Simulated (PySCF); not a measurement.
Ligands exchanged one at a time, Sn NH2-OCH3. All species are isolated molecules in the gas phase. One relaxed conformer stands for each flexible species; it need not be the lowest. Strings in code marks are SMILES.

The HOMO–LUMO gap from two functionals at the same geometries (PBE0-D4/def2-SVP), both in PySCF: PBE-D3(BJ)/def2-TZVP and PBE0-D4/def2-TZVP. 

```json
[
 {"species": "0 of 4 NH2 replaced by OCH3", "PBE-D3(BJ)/def2-TZVP (eV)": "4.40", "PBE0-D4/def2-TZVP (eV)": "6.75"},
 {"species": "1 of 4 NH2 replaced by OCH3 (`[NH2][Sn]([NH2])([NH2])[O]C`)", "PBE-D3(BJ)/def2-TZVP (eV)": "4.19", "PBE0-D4/def2-TZVP (eV)": "6.69"},
 {"species": "3 of 4 NH2 replaced by OCH3 (`C[O][Sn]([NH2])([O]C)[O]C`)", "PBE-D3(BJ)/def2-TZVP (eV)": "3.88", "PBE0-D4/def2-TZVP (eV)": "6.45"},
 {"species": "4 of 4 NH2 replaced by OCH3 (`C[O][Sn]([O]C)([O]C)[O]C`)", "PBE-D3(BJ)/def2-TZVP (eV)": "3.69", "PBE0-D4/def2-TZVP (eV)": "6.30"}
]
```

Over these rows, drawn at random from the members with no instability flagged (it was tested for open shells, ions and some series alone), PBE minus PBE0-D4: mean -2.51 eV, from -2.61 eV to -2.35 eV.
